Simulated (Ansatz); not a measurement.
Total energies of `[OH][Ti]([OH])([Br])[Br]`.

Cartesian coordinates in Å:
```
O 0.031 1.237 0.819
Ti -0.110 -0.102 -0.308
O 0.605 -1.549 0.408
Br -2.388 -0.469 -0.779
Br 1.009 0.457 -2.304
H -0.178 2.167 0.919
H 1.030 -1.740 1.246
```

The species carries charge 0 and has multiplicity 1. Correlated methods include outer-core shells of Br, Ti, which these sets cover unevenly. Scalar relativity is left out up to krypton. The structure was optimised at the PBE0-D4/def2-TZVP level. It is one conformer, not always the lowest. Basis def2-TZVPP, the Gaussian-basis code of Ansatz.

RPA on PBE orbitals: Hartree–Fock energy of these orbitals -6144.31338 Eh, correlation -2.20827 Eh (frozen core).

| functional | energy without D4 (Eh) | D4 term (kJ/mol) |
| --- | --- | --- |
| r2SCAN | -6149.64493 | -5.0 |
| ωB97X-V | -6149.10010 | – |

Task: Give the same for LDA (SPW92), PBE, revPBE, BLYP, B97M-V, PBE0, B3LYP, r2SCANh, r2SCAN0, HSE06 (plane-wave form), BHLYP, CAM-B3LYP, LC-ωPBE, ωB97M-V, B2PLYP, PBE-QIDH. (Best estimate.)

Result: Ansatz gave: 
```tsv
functional	energy without D4 (Eh)	D4 term (kJ/mol)
LDA (SPW92)	-6139.56060	–
PBE	-6148.62498	-21.7
revPBE	-6149.17903	-49.7
BLYP	-6149.83387	-45.2
B97M-V	-6148.57982	–
PBE0	-6148.79777	-18.8
B3LYP	-6149.83273	-35.6
r2SCANh	-6149.61398	-5.5
r2SCAN0	-6149.57091	-6.2
HSE06 (plane-wave form)	-6148.79224	-18.0
BHLYP	-6149.61510	-32.8
CAM-B3LYP	-6149.98856	-19.8
LC-ωPBE	-6148.76378	–
ωB97M-V	-6149.36026	–
B2PLYP	-6148.74149	–
PBE-QIDH	-6148.04753	–
```

B3LYP takes the VWN-RPA correlation (the form of Gaussian; ORCA's B3LYP/G). HSE06 is the plane-wave form, built on full-range PBE exchange. The double hybrids freeze the cores in their second-order part.

LC-ωPBE has ω = 0.4 bohr⁻¹.
